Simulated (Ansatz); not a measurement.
Species: chloroboronic acid, sum formula H2BO2Cl, charge 0, multiplicity 1. 
Geometry from a B3LYP-D3(BJ)/def2-TZVP (Ansatz, a quantum-chemistry and plane-wave program) optimisation:
```
B
O 1 1.3603
H 2 0.9621 1 116.06
O 1 1.3603 2 126.47 3 0.00
H 4 0.9621 1 116.06 2 0.00
Cl 1 1.7695 2 116.76 3 -180.00
```
Charge 0, spin multiplicity 1.

Basis-set convergence of Hartree-Fock and MP2 correlation energies (hartree) with Ansatz. Cores are frozen in the correlated levels unless marked. Spin-orbit coupling is left out. Non-relativistic.

```tsv
basis	functions	E(HF)	E(corr, MP2)
cc-pV(D+d)Z	75	-635.24819	-0.59157
cc-pV(T+d)Z	157	-635.32318	-0.76476
cc-pV(Q+d)Z	289	-635.34053	-0.82907
```

Extrapolating the two largest sets (X = 3 and 4) as X^-3: E(corr) = (64·(-0.82907) - 27·(-0.76476))/37 = -0.8760 Eh, an estimate of the basis-set limit. The largest set recovers 94.6 % of it, the smallest 67.5 %.
